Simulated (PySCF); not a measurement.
A run for PySCF: R-B3LYP/LANL2DZ on CH4AlN (a complex), monomers drawn apart or pushed together.

```python
from pyscf import gto, scf, dft, mp
from pyscf.data.elements import chemcore

mol = gto.M(
    atom='''
    Al   -0.16156664    0.36406354    0.26279560
    H     1.25364788    0.82433566   -0.29958177
    H    -1.23650146    1.48888221    0.59489616
    H    -0.69082091   -1.08214948   -0.13618389
    C     0.97395361   -0.46260868    4.03834304
    N     0.65211399   -0.23013242    2.96956124
    H     1.27545955   -0.68004472    5.03934185
    ''',
    basis='lanl2dz',
    ecp={'Al': 'lanl2dz'},
    charge=0, spin=0, verbose=3, max_memory=1800)
mf = dft.RKS(mol, xc='b3lyp')
mf.conv_tol = 1e-8
mf.max_cycle = 100
mf.kernel()
if not mf.converged:
    mf = mf.newton().run(mf.mo_coeff, mf.mo_occ)
```

The log:

```
converged SCF energy = -97.1711201427889
```

The run converged.

Cost: roughly 2.2 core-seconds.
